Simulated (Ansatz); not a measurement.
Consider the atomization: `O[Si]1(O)CO1` → C• + 4 H• + 3 O• + Si•.

Isolated molecules relaxed with PBE0-D4/def2-TZVP in Ansatz; ΔE leaves out vibrations. CCSD(T)/CBS is the MP2 limit (def2-TZVPP, def2-QZVPP) plus CCSD(T) − MP2 in def2-TZVPP, frozen cores. This one scheme is used for every species, atoms too. DFT in def2-TZVPP. B3LYP here is the variant with VWN-RPA as its local correlation; programs differ in this. Open shells (•) are unrestricted, without spin–orbit coupling. Spin–orbit coupling would lower the free atoms: a little for C, O, Si. One conformer a species, not always the lowest.

```csv
level,ΔE (kJ/mol),difference from CCSD(T)/CBS
B3LYP-D4,3627.9,-44.3
B2PLYP,3610.7,-61.5
revPBE,3562.0,-110.2
BHLYP,3453.2,-219.0
SCS-MP2/def2-TZVPP,3626.9,-45.3
CCSD/def2-TZVPP,3483.4,-188.8
CCSD(T)/def2-TZVPP,3551.3,-120.9
MP2/def2-QZVPP,3747.8,75.6
SCS-MP2/def2-QZVPP,3707.3,35.1
HF/CBS(def2),2515.8,-1156.4
CCSD(T)/CBS,3672.2,0
```

Largest T1 diagnostic among the species: 0.012.

From BLYP to BHLYP (50 % exact exchange), in def2-TZVPP and without D4, ΔE moves by −158.2 kJ/mol: exact exchange takes away binding that semilocal exchange gives to molecules. The D4 term adds +27.8 kJ/mol with B3LYP and +14.4 kJ/mol with PBE0; it sums over pairs of atoms, weighted by their polarisabilities, and B3LYP, whose exchange is more repulsive, gets the larger term.

For atomizations the MP2-based limit and the directly extrapolated one differ by several kJ/mol either way, and by 10 to 25 for some Ge, Se and Sn compounds, so smaller differences from it don't rank the levels.
